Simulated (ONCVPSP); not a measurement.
# Varying the ONCV potential for Cu (Z = 29)

Base potential:

ONCVPSP 4.0.1 input, shortened (lines: element, Z, core and valence counts, functional; n l f; lmax; l rc ep ncon nbas qcut; lloc lpopt rc5 dvloc0; l nproj debl; icmod fcfact rcfact), LDA (Perdew-Wang 92), scalar-relativistic:

```
  Cu 29.00    3    4  -001012      upf
    1    0    2.00
    2    0    2.00
    2    1    6.00
    3    0    2.00
    3    1    6.00
    3    2   10.00
    4    0    1.00
    2
    0    1.25    0.00    4    8    8.70
    1    0.70    0.00    5    8   10.10
    2    1.20    0.00    3    8   14.90
    4    5    0.60    0.00
    0    2    3.40
    1    2    1.10
    2    1    2.40
    3    5.75    1.25
```

In the p channel the program set the typed energies aside and used -2.647, 0.250 Ha.

Cutoffs, loose and tight: the cutoffs (Ha) at which the residual kinetic energy of the hardest occupied pseudo-wave falls to 1 and 0.1 mHa per electron. They do not see the model core or the augmentation charge, which bear on the density cutoff. Test errors are all-electron minus pseudo excitation energies from the reference, over the configurations 3s2 3p6 3d10 4s0; 3s2 3p6 3d9 4s0; 3s2 3p6 3d8 4s0; 3s2 3p6 3d10 4s0 4p1. A dash means not determined; rows that change the core or the reference have their own tests. The largest error is taken over the tests solved by every variant that gives reliable tests at all: 3s2 3p6 3d10 4s0; 3s2 3p6 3d10 4s0 4p1; 3s2 3p6 3d9 4s0.

A true bound ghost makes a file unfit for plane-wave use even where its test errors are small: the radial tests pick states by their node count and pass the ghost by.

```tsv
change	outcome	cutoff, loose	cutoff, tight	bound ghosts	GHOST(+) flags above zero	largest test error (meV)
base	generated, projector energies reset by the program	257 Ha	360 Ha	none	s	-5.4
p: rc 0.52; local potential polynomial inside 0.52 bohr (lpopt 5, dvloc0 0 Ha)	generated, projector energies reset by the program	727 Ha	804 Ha	p	s, p	-5.4
p: rc 0.6	generated, projector energies reset by the program	288 Ha	521 Ha	none	s, p	-5.4
p: rc 0.66	generated, projector energies reset by the program	164 Ha	351 Ha	none	s, p	-5.4
p: rc 0.74	generated, projector energies reset by the program	248 Ha	332 Ha	none	s	-5.4
p: rc 0.84	generated, projector energies reset by the program	114 Ha	253 Ha	none	s	-5.4
p: rc 0.92	generated, projector energies reset by the program	78 Ha	189 Ha	none	s	-5.4
```

Q: What comes out with this change to the base: p: rc 1?

A: outcome: generated, projector energies reset by the program; cutoff, loose: 78 Ha; cutoff, tight: 89 Ha; bound ghosts: none; GHOST(+) flags above zero: s; largest test error (meV): -5.4.

Reading the sweep of the p radius (base included, trends over the rows without a ghost): The loose cutoff falls from 288 Ha at 0.6 to 78 Ha at 1 bohr, with one reversal. A larger radius leaves more room for a smooth pseudo-wave, so fewer plane waves are needed; a smaller one forces it to follow the all-electron wave where it bends sharply. Bound ghosts are found at 0.52 bohr.
